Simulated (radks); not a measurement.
Values are calculated unless marked as measured or tabulated.
Species: N II. Configuration: [He] 2s2 2p1 7f1 (not the ground configuration). Level of theory: scalar-relativistic Kohn-Sham, PBE, spin-unpolarised, spherical densities, point nucleus (a radial shooting solver on a logarithmic mesh with Libxc functionals).

Normalised radial functions P(r) = r R(r), r in bohr:

| r | 2s | 2p | 7f |
|---|---|---|---|
| 0.009733 | 0.0833 | 0.0012 | 0.0000 |
| 0.01309 | 0.1093 | 0.0021 | 0.0000 |
| 0.01773 | 0.1432 | 0.0038 | 0.0000 |
| 0.02403 | 0.1854 | 0.0069 | 0.0000 |
| 0.03257 | 0.2360 | 0.0122 | 0.0000 |
| 0.04379 | 0.2920 | 0.0213 | 0.0000 |
| 0.05935 | 0.3519 | 0.0370 | 0.0000 |
| 0.08044 | 0.4048 | 0.0634 | 0.0000 |
| 0.1081 | 0.4343 | 0.1046 | 0.0000 |
| 0.1466 | 0.4188 | 0.1701 | 0.0000 |
| 0.1986 | 0.3291 | 0.2663 | 0.0000 |
| 0.2692 | 0.1416 | 0.3974 | 0.0000 |
| 0.3619 | -0.1370 | 0.5535 | 0.0001 |
| 0.4905 | -0.4820 | 0.7215 | 0.0004 |
| 0.6648 | -0.7978 | 0.8583 | 0.0011 |
| 0.8938 | -0.9599 | 0.9039 | 0.0029 |
| 1.211 | -0.8904 | 0.8107 | 0.0073 |
| 1.642 | -0.6204 | 0.5888 | 0.0174 |
| 2.225 | -0.3098 | 0.3280 | 0.0378 |
| 2.991 | -0.1055 | 0.1330 | 0.0708 |
| 4.054 | -0.0202 | 0.0331 | 0.1094 |
| 5.494 | -0.0019 | 0.0044 | 0.1178 |
| 7.387 | -0.0001 | 0.0003 | 0.0399 |
| 10.01 | 0.0000 | 0.0000 | -0.1047 |
| 13.57 | 0.0000 | 0.0000 | -0.0979 |
| 18.39 | 0.0000 | 0.0000 | 0.1235 |
| 24.72 | 0.0000 | 0.0000 | 0.0920 |
| 33.51 | 0.0000 | 0.0000 | -0.2112 |
| 45.41 | 0.0000 | 0.0000 | -0.1337 |
| 61.05 | 0.0000 | 0.0000 | -0.0089 |
| 82.74 | 0.0000 | 0.0000 | -0.0001 |

2s: eigenvalue -47.989 eV, 1 radial node at r = 0.316 bohr, <r> = 1.17 bohr, 90 % of the charge inside 1.83 bohr. 2p: eigenvalue -36.342 eV, 0 radial nodes, <r> = 1.14 bohr, 90 % of the charge inside 1.88 bohr. 7f: eigenvalue -0.987 eV, 3 radial nodes at r = 8.05, 15.7, 27.2 bohr, <r> = 32.1 bohr, 90 % of the charge inside 43.6 bohr.
